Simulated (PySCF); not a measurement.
# Molecular orbitals of BiH

PBE0 at R = 1.805 Å; basis Bi aug-cc-pVDZ-PP with ECP60, H aug-cc-pVDZ; scalar-relativistic core potentials; PySCF 2.14. State: ³Σ⁻ (triplet), unpaired electrons π ↑↑. Only the outer orbitals are listed, counted within each symmetry, core potentials removing the inner ones.

```tsv
spin	orbital	occ.	ε (eV)	on Bi (%)	main shells (%)
α	4σ	1	-16.91	93	93 Bi s
α	5σ	1	-8.59	56	50 Bi p, 44 H s
α	3π	1	-6.15	100	100 Bi p
α	3π	1	-6.15	100	100 Bi p
α	6σ	0	-0.52	9	92 H s, 33 Bi p
β	4σ	1	-15.34	90	89 Bi s, 10 H s
β	5σ	1	-8.26	47	53 H s, 38 Bi p, 9 Bi s
β	3π	0	-2.74	98	98 Bi p
β	3π	0	-2.74	98	98 Bi p
β	6σ	0	-0.20	3	96 H s, 38 Bi p
```

**Question.** Which are the highest filled and the lowest empty level, where do they sit, and how wide is the gap?

**Answer.** Highest filled α 3π at -6.15 eV (in %: 100 Bi p); lowest empty β 3π at -2.74 eV (in %: 98 Bi p); the gap at PBE0 is 3.41 eV. Both belong to one degenerate shell, split only by its one-sided filling, so this is no excitation gap.

| Item | Value |
| --- | --- |
| bond order (Mayer) | 0.93 |
| ⟨S²⟩ | 2.006 |
| charge on Bi (Mulliken, basis-dependent) | 0.15 |
| charge on Bi (Löwdin, basis-dependent) | 0.29 |
| dipole moment (positive dipole means Bi(−)H(+)) | -0.69 D |
| polarisability along the bond | 54.9 bohr³ |
| polarisability across the bond | 50.0 bohr³ |

These are scalar-relativistic numbers at best; spin–orbit coupling would shift them, the dissociation energy most. The state is the lowest determinant that a PBE0 search found; another state may lie lower at other levels.
